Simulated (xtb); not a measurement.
C2H5, charge -1, singlet, from a rough starting geometry; xtb 6.7.1 with GFN2-xTB.

The xtb input:
```
$ xtb mol.xyz --gfn 2 --chrg -1 --opt vtight --json

# file mol.xyz
7

C      0.05365131     0.21747132     0.92567734
C      0.02390379     0.18078960    -0.57377712
H     -0.87869368    -0.35625039     1.30143781
H      0.84687752    -0.35990241     1.33900749
H      0.00618902    -0.88560072    -1.00997009
H     -0.83965550     0.64273528    -0.96060829
H      0.87429534     0.70723190    -0.91577274
```

### Question
What does xtb print? Leave out banner, timings and long lists.

### Answer

```
   ID    Z sym.   atoms
    1    6 C      1, 2
    2    1 H      3-7

           -------------------------------------------------
          |                Calculation Setup                |
           -------------------------------------------------

           -------------------------------------------------
          |                 G F N 2 - x T B                 |
           -------------------------------------------------

          ...................................................
          :                      SETUP                      :
          :.................................................:
          :  # basis functions                  13          :
          :  # atomic orbitals                  13          :
          :  # shells                            9          :
          :  # electrons                        14          :
          :  max. iterations                   250          :
          :  Hamiltonian                  GFN2-xTB          :
          :  restarted?                      false          :
          :  GBSA solvation                  false          :
          :  PC potential                    false          :
          :  electronic temp.          300.0000000     K    :
          :  accuracy                    1.0000000          :
          :  -> integral cutoff          0.2500000E+02      :
          :  -> integral neglect         0.1000000E-07      :
          :  -> SCF convergence          0.1000000E-05 Eh   :
          :  -> wf. convergence          0.1000000E-03 e    :
          :  Broyden damping             0.4000000          :
          :  net charge                         -1          :
          :  unpaired electrons                  0          :
          ...................................................

 iter      E             dE          RMSdq      gap      omega  full diag
   1     -6.9136059 -0.691361E+01  0.457E+00   10.31       0.0  T
   2     -6.9829738 -0.693680E-01  0.227E+00    8.98       1.0  T
   3     -6.9838554 -0.881589E-03  0.122E+00    9.15       1.0  T
   4     -6.9839624 -0.106922E-03  0.205E-01    9.04       1.0  T
   5     -6.9839760 -0.136745E-04  0.672E-02    9.02       1.0  T
   6     -6.9839764 -0.375870E-06  0.949E-03    9.03       4.0  T
   7     -6.9839765 -0.139177E-06  0.369E-03    9.03      10.2  T
   8     -6.9839766 -0.167246E-07  0.377E-04    9.03     100.3  T
   9     -6.9839766 -0.892042E-10  0.178E-04    9.03     211.8  T

   *** convergence criteria satisfied after 9 iterations ***

         :::::::::::::::::::::::::::::::::::::::::::::::::::::
         ::                     SUMMARY                     ::
         :::::::::::::::::::::::::::::::::::::::::::::::::::::
         :: total energy              -6.882506428788 Eh    ::
         :: gradient norm              0.086327906977 Eh/a0 ::
         :: HOMO-LUMO gap              9.031328316574 eV    ::
         ::.................................................::
         :: SCC energy                -6.983976469098 Eh    ::
         :: -> isotropic ES            0.152969778402 Eh    ::
         :: -> anisotropic ES          0.005859972718 Eh    ::
         :: -> anisotropic XC          0.002402906593 Eh    ::
         :: -> dispersion             -0.003248502745 Eh    ::
         :: repulsion energy           0.101470040310 Eh    ::
         :: add. restraining           0.000000000000 Eh    ::
         :: total charge              -1.000000000000 e     ::
         :::::::::::::::::::::::::::::::::::::::::::::::::::::

      -----------------------------------------------------------
     |                   =====================                   |
     |                        A N C O P T                        |
     |                   =====================                   |
     |               Approximate Normal Coordinate               |
     |                Rational Function Optimizer                |
      -----------------------------------------------------------
      -----------------------------------------------------------
     |                   =====================                   |
     |                        A N C O P T                        |
     |                   =====================                   |
     |               Approximate Normal Coordinate               |
     |                Rational Function Optimizer                |
      -----------------------------------------------------------

          ...................................................
          :                      SETUP                      :
          :.................................................:
          :   optimization level         verytight          :
          :   max. optcycles                   200          :
          :   ANC micro-cycles                  20          :
          :   degrees of freedom                15          :
          :.................................................:
          :   RF solver                   davidson          :
          :   write xtbopt.log                true          :
          :   linear?                        false          :
          :   energy convergence         0.1000000E-06 Eh   :
          :   grad. convergence          0.2000000E-03 Eh/α :
          :   maxmium RF displ.          1.0000000          :
          :   Hlow (freq-cutoff)         0.1000000E-01      :
          :   Hmax (freq-cutoff)         5.0000000          :
          :   S6 in model hess.         20.0000000          :
          ...................................................

generating ANC from exact Hessian ...
Using Lindh-Hessian (1995)
 Shifting diagonal of input Hessian by    0.0000000000000000
 Lowest  eigenvalues of input Hessian
    0.000000    0.000000    0.000000    0.000000    0.000000    0.000000
    0.014471    0.033305    0.043384    0.072151    0.093223    0.112299
    0.122596    0.135317    0.185942    0.403780    0.717746    0.967359
[...]
 * total energy  :    -6.8825064 Eh     change       -0.1059428E-09 Eh
 * total energy  :    -6.8895462 Eh     change       -0.7039810E-02 Eh
 * total energy  :    -6.8903334 Eh     change       -0.7871604E-03 Eh
 * total energy  :    -6.8904086 Eh     change       -0.7516944E-04 Eh
 * total energy  :    -6.8904208 Eh     change       -0.1222061E-04 Eh
 * total energy  :    -6.8904223 Eh     change       -0.1478521E-05 Eh
 * total energy  :    -6.8904231 Eh     change       -0.8139510E-06 Eh
 * total energy  :    -6.8904232 Eh     change       -0.1105846E-06 Eh
 * total energy  :    -6.8904232 Eh     change       -0.1979043E-07 Eh
   *** GEOMETRY OPTIMIZATION CONVERGED AFTER 9 ITERATIONS ***
[...]
          :  restarted?                      false          :
          :  GBSA solvation                  false          :
          :  PC potential                    false          :
          :  electronic temp.          300.0000000     K    :
          :  accuracy                    1.0000000          :
          :  -> integral cutoff          0.2500000E+02      :
          :  -> integral neglect         0.1000000E-07      :
          :  -> SCF convergence          0.1000000E-05 Eh   :
          :  -> wf. convergence          0.1000000E-03 e    :
          :  Broyden damping             0.4000000          :
          :  net charge                         -1          :
          :  unpaired electrons                  0          :
          ...................................................

 iter      E             dE          RMSdq      gap      omega  full diag
   1     -6.9701891 -0.697019E+01  0.362E-05    9.52       0.0  T
   2     -6.9701891 -0.642153E-12  0.201E-05    9.52    1875.9  T
   3     -6.9701891 -0.364153E-13  0.574E-06    9.52    6586.0  T

   *** convergence criteria satisfied after 3 iterations ***

         :::::::::::::::::::::::::::::::::::::::::::::::::::::
         ::                     SUMMARY                     ::
         :::::::::::::::::::::::::::::::::::::::::::::::::::::
         :: total energy              -6.890423212642 Eh    ::
         :: gradient norm              0.000029035037 Eh/a0 ::
         :: HOMO-LUMO gap              9.521846813808 eV    ::
         ::.................................................::
         :: SCC energy                -6.970189001342 Eh    ::
         :: -> isotropic ES            0.147278392301 Eh    ::
         :: -> anisotropic ES          0.007398939394 Eh    ::
         :: -> anisotropic XC          0.002770754317 Eh    ::
         :: -> dispersion             -0.003260709115 Eh    ::
         :: repulsion energy           0.079765788700 Eh    ::
         :: add. restraining           0.000000000000 Eh    ::
         :: total charge              -1.000000000000 e     ::
         :::::::::::::::::::::::::::::::::::::::::::::::::::::

           -------------------------------------------------
          |                Property Printout                |
           -------------------------------------------------

    * Orbital Energies and Occupations

         #    Occupation            Energy/Eh            Energy/eV
      -------------------------------------------------------------
         1        2.0000           -0.3510108              -9.5515
         2        2.0000           -0.2645000              -7.1974
         3        2.0000           -0.2498463              -6.7987
         4        2.0000           -0.2465126              -6.7080
         5        2.0000           -0.1664987              -4.5307
         6        2.0000           -0.1483194              -4.0360
         7        2.0000           -0.0156773              -0.4266 (HOMO)
         8                          0.3342441               9.0952 (LUMO)
         9                          0.3696944              10.0599
        10                          0.3842765              10.4567
        11                          0.4444499              12.0941
        12                          0.4615469              12.5593
        13                          0.4732716              12.8784
      -------------------------------------------------------------
                  HL-Gap            0.3499214 Eh            9.5218 eV
             Fermi-level            0.1592834 Eh            4.3343 eV

     #   Z          covCN         q      C6AA      α(0)
     1   6 C        2.805    -0.328    37.262    10.001
     2   6 C        3.737    -0.016    20.942     6.530
     3   1 H        0.915    -0.192    10.258     5.010
     4   1 H        0.915    -0.192    10.260     5.010
     5   1 H        0.917    -0.116     6.155     3.880
     6   1 H        0.923    -0.078     4.845     3.442
     7   1 H        0.923    -0.078     4.845     3.442

 Mol. C6AA /au·bohr⁶  :        573.278251
 Mol. C8AA /au·bohr⁸  :      10715.224290
 Mol. α(0) /au        :         37.315063

Wiberg/Mayer (AO) data.
largest (>0.10) Wiberg bond orders for each atom

 ---------------------------------------------------------------------------
     #   Z sym  total        # sym  WBO       # sym  WBO       # sym  WBO
 ---------------------------------------------------------------------------
     1   6 C    2.942 --     2 C    1.002     3 H    0.951     4 H    0.951
     2   6 C    3.920 --     1 C    1.002     7 H    0.983     6 H    0.983
                             5 H    0.950
     3   1 H    0.963 --     1 C    0.951
     4   1 H    0.963 --     1 C    0.951
     5   1 H    0.987 --     2 C    0.950
     6   1 H    0.994 --     2 C    0.983
     7   1 H    0.994 --     2 C    0.983
 ---------------------------------------------------------------------------

Topologies differ in total number of bonds
Writing topology from bond orders to xtbtopo.mol

molecular dipole:
                 x           y           z       tot (Debye)
 q only:       -0.012       0.102      -1.039
   full:       -0.004      -0.499      -1.489       3.991
molecular quadrupole (traceless):
                xx          xy          yy          xz          yz          zz
 q only:        1.142      -0.008       2.188       0.012       0.576      -3.330
  q+dip:        1.999      -0.000       1.952       0.022      -1.516      -3.951
   full:        2.252       0.006       1.494       0.024      -1.724      -3.746

optimized geometry written to: xtbopt.xyz

           -------------------------------------------------
          | TOTAL ENERGY               -6.890423212642 Eh   |
          | GRADIENT NORM               0.000029035037 Eh/α |
          | HOMO-LUMO GAP               9.521846813808 eV   |
           -------------------------------------------------

normal termination of xtb
```
